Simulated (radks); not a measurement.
All-electron atom: Sn II in [Kr] 4d9 5s2 5p2 (not the ground configuration).

All-electron calculation, scalar-relativistic Kohn-Sham, PBE, spin-polarised, spherical densities, point nucleus; open shells are filled with parallel spins first (spin-orbit coupling, left out, can overturn this in heavy ions). Program: a radial shooting solver on a logarithmic mesh with Libxc functionals.

Energy parts (hartree):
| part | energy |
|---|---|
| total | -6176.04168 |
| kinetic | 6448.51562 |
| electron-nucleus | -14908.62592 |
| Hartree | 2448.25438 |
| exchange-correlation | -164.18576 |

Orbitals (lengths in bohr, moments of r in powers of bohr):
orbital  occ.  eigenvalue (hartree)      <r^4>
1s up       1             -1066.845  3.406e-06
1s down     1             -1066.843  3.406e-06
2s up       1             -161.5741  0.0005924
2s down     1             -161.5635  0.0005924
2p up       3             -145.1032  0.0004262
2p down     3             -145.0942  0.0004262
3s up       1             -31.65773    0.02644
3s down     1             -31.65142    0.02643
3p up       3             -26.27669    0.02799
3p down     3             -26.26944    0.02796
3d up       5             -17.99750    0.02547
3d down     5             -17.98719    0.02544
4s up       1              -5.49618     0.8365
4s down     1              -5.45846     0.8354
4p up       3              -3.86049      1.201
4p down     3              -3.82232      1.197
4d up       5              -1.48220      3.247
4d down     4              -1.44183      3.180
5s up       1              -0.76516      45.83
5s down     1              -0.70287      46.70
5p up       2              -0.45913      107.8
5p down     0              -0.39737      119.0

The highest occupied level is 5p up at -12.493 eV. Summed over all electrons, <r^2> = 48.73 bohr^2, which gives a Langevin (diamagnetic) susceptibility term of -38.6 x 10^-6 cm^3/mol.
